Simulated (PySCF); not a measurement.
# Identify the compound

Molecular formula: C7H10O2Si. Simulated spectra:

¹H NMR (500 MHz, computed): δ 6.05 (m, 1H), 5.70 (m, 1H), 5.43 (m, 1H), 5.00 (s, 1H), 2.54 (br s, 1H), 2.10 (br s, 1H), 1.95 (m, 1H), 1.45 (m, 1H), 1.35 (m, 1H), 1.13 (s, 1H).

¹³C{¹H} NMR (computed): δ 149.5 (CH), 121.8 (CH2), 92.6 (C), 69.4 (CH), 37.2 (CH), 25.7 (CH2), 9.8 (C).

A single conformation, gas phase, no relativistic terms. Shieldings: GIAO PBE0/pcSseg-1; structure optimised with GFN2-xTB; PySCF 2.14.

Chemical shifts δ = σref − σ; TMS for ¹H (σref 31.72), ¹³C (σref 186.93), all at this level.

Which of these isomers gave the spectra?
A. C#C[C@@]1([SiH](O)O)C[C@@H]1C=C
B. C=CCC1=COC(=O)[SiH2]C1
C. C=CO[SiH2]CC(=O)C#CC
D. C#C[Si@]1(C)C[C@@H](C(=O)O)C1

Answers

A. 

Rings plus π bonds: 4 (1 ring in the answer). 7 carbon signals for 7 carbons: no two carbons are equivalent. Carbon types of the structure: 2 × C, 3 × CH, 2 × CH2, leaving 3 H on heteroatoms. δC 149.5: alkene CH; an sp2 carbon of a C=C bond. δC 121.8: terminal =CH2 carbon; an sp2 carbon of a C=C bond. δC 92.6: alkyne carbon; the triple bond shields along its axis, which puts it between sp3 and sp2 carbons. δC 69.4: terminal alkyne carbon; the triple bond shields along its axis, which puts it between sp3 and sp2 carbons. δH 2.54, 2.10: hydrogen on an oxygen bonded to Si; exchangeable, gas-phase position.

The others: C#C[Si@]1(C)C[C@@H](C(=O)O)C1 would give 6 carbon signals, not 7; C=CO[SiH2]CC(=O)C#CC would give 6 signals for carbon-bound and other non-exchanging H, not 8; C=CCC1=COC(=O)[SiH2]C1 would give 7 signals for carbon-bound and other non-exchanging H, not 8.

The OH or NH signal is concentration- and solvent-dependent in practice; the value given is the gas-phase one. Shifts are as computed. Against solution values, carbons near 30 ppm lie about +3 ppm off and those near 130 ppm about +5 ppm. Of 1211 compounds with measured shifts, 218 miss one by over three times the rms of a fit or turn the order of signals round; such compounds aren't used in these exercises. No couplings were computed; multiplicities are counted from neighbouring protons, with m where these are inequivalent, close in shift, in a saturated or five-membered ring or joined by F or P, and br s for small geminal =CH2 splittings.
